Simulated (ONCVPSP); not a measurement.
iodine: one change to an ONCV potential, before and after

```
Element                 : iodine
Generator               : ONCVPSP 4.0.1
Type                    : optimised norm-conserving Vanderbilt (ONCV)
Functional              : PBEsol
Relativity              : scalar-relativistic
Frozen core             : [Kr] 4d10
Valence charge          : 7
Reference configuration : 5s2 5p5
Partial waves           : 5s: rc 1.75 bohr, ncon 4, nbas 8, qcut 3.2 1/bohr, 2 projectors, debl 1.3 Ha; 5p: rc 2.20 bohr, ncon 5, nbas 8, qcut 3.3 1/bohr, 2 projectors, debl 0.5 Ha
Local potential         : polynomial inside 1.50 bohr (lpopt 5, dvloc0 0 Ha)
Core correction         : Teter function, fcfact 4.25, rcfact 1.1
```

Change: local potential polynomial inside 1.50 bohr (lpopt 5, dvloc0 1 Ha).

Cutoffs: the cutoffs (Ha) at which the residual kinetic energy of the hardest occupied pseudo-wave falls to 1 and 0.1 mHa per electron; they do not see the model core or the augmentation charge, which bear on the density cutoff. Errors are all-electron minus pseudo energies relative to the spin-unpolarised reference configuration.

Problem. Predict the effect on cutoff, ghosts and configuration errors.

Solution. The potential gets neither clearly harder nor softer (41 Ha and 55 Ha → 41 Ha and 55 Ha); the lowest positive-energy flag moves from s at 14.2 eV to s at 31.1 eV; the errors of the 4 common tests hardly move; the range in which the s phases agree narrows (upper end at the end of the scan → 1.1); neither file shows a bound ghost.

| quantity | base | changed |
| --- | --- | --- |
| cutoff, loose | 41 Ha | 41 Ha |
| cutoff, tight | 55 Ha | 55 Ha |
| bound ghosts | none | none |
| GHOST(+) flags under 300 eV | s at 14.2 eV | s at 31.1 eV, p at 104.7 eV |
| error for 5s2 5p4, meV [ΔE 11.15 eV] | -5.9 | -5.9 |
| error for 5s2 5p3, meV [ΔE 31.04 eV] | -25 | -25 |
| error for 5s2 5p2, meV [ΔE 60.42 eV] | -64 | -64 |
| error for 5s2 5p1, meV [ΔE 99.92 eV] | -130 | -130 |
| s: phases at 1.77 bohr within 0.05 rad from the reference energy up to (Ha; the scan ends near 5) | to the end of the scan | 1.1 |
| p: phases at 2.24 bohr within 0.05 rad from the reference energy up to (Ha; the scan ends near 5) | 2.4 | 2.5 |
| rms error of d²Exc/dni dnj with the model core, mHa | 2.36 | 2.36 |
